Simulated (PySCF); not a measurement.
# Computed records: AlGeH$_{2}$O

All values are calculated (PySCF 2.14.0). Calculation on a computer-drawn molecule: the log of a Hartree-Fock and frozen-core CCSD(T) single point meant for a local Hartree-Fock minimum, with one planted fault or none, to be diagnosed. Offsets are logged minus clean, where the clean run is the same molecule without the fault. The reference is restricted for singlets and unrestricted otherwise, and also for a bond in bohr or an excited solution. Adding or removing an electron swaps singlet and doublet. The excited solution moves the top pair (singlet) or top alpha electron (doublet) to the lowest empty orbital. Highest occupied and lowest empty are orbital energies over both spins, largest force is the largest gradient component, triples share is (T) over the correlation energy, the T1 limit is 0.02 restricted and 0.045 unrestricted, electrons count all cores, a negative frequency is imaginary (commonest isotopes), and the dipole is about the centre of nuclear charge; on germanium a core potential holds 10 electrons, which the energies leave out, and 3d is frozen in MP2 and coupled-cluster steps.

## AlGeH$_{2}$O

Logged structure:
```xyz
5
AlGeH2O
O     -0.3069     3.6539    -2.1319
Al    -0.0313     2.3874    -1.1922
Ge     0.6271     0.4185     0.2872
H     -0.4895     0.8290     1.3530
H     -0.3269    -0.5484    -0.5534
```

```
meant charge                                : -1
meant multiplicity                          : 1
meant basis                                 : aug-cc-pV(D+d)Z
meant basis and core potential on germanium : aug-cc-pVDZ-PP ECP10MDF
logged electrons                            : 55
logged basis functions                      : 105
logged SCF converged                        : yes
logged spin squared                         : 0.7724
logged highest occupied                     : -10.386 eV
logged lowest empty                         : -1.8037 eV
logged largest force                        : 0.050826 hartree/bohr
logged T1 diagnostic                        : 0.034443
logged D1 diagnostic                        : 0.10707
logged triples share                        : 0.045046
logged CC converged                         : yes
logged dipole magnitude                     : 7.3211 debye
logged SCF stable within its kind           : yes
logged energy HF                            : -611.27089 hartree
logged energy CCSD(T)                       : -611.66897 hartree
possible faults                             : no fault, one electron removed, one electron added, multiplicity raised by two, geometry at a saddle point, SCF held on an excited solution, minimal basis STO-3G, one bond length entered in bohr, all coordinates scaled
planted fault                               : ?
```

Drawn bonds:
```tsv
atom	other atom	order
1	2	2
2	3	1
3	4	1
3	5	1
```

Question: Which fault was planted in the run of AlGeH$_{2}$O?
Answer: one electron removed

Further results for AlGeH$_{2}$O:

```
HF energy offset from clean run      : 59.5 kcal/mol
CCSD(T) energy offset from clean run : 76.77 kcal/mol
```
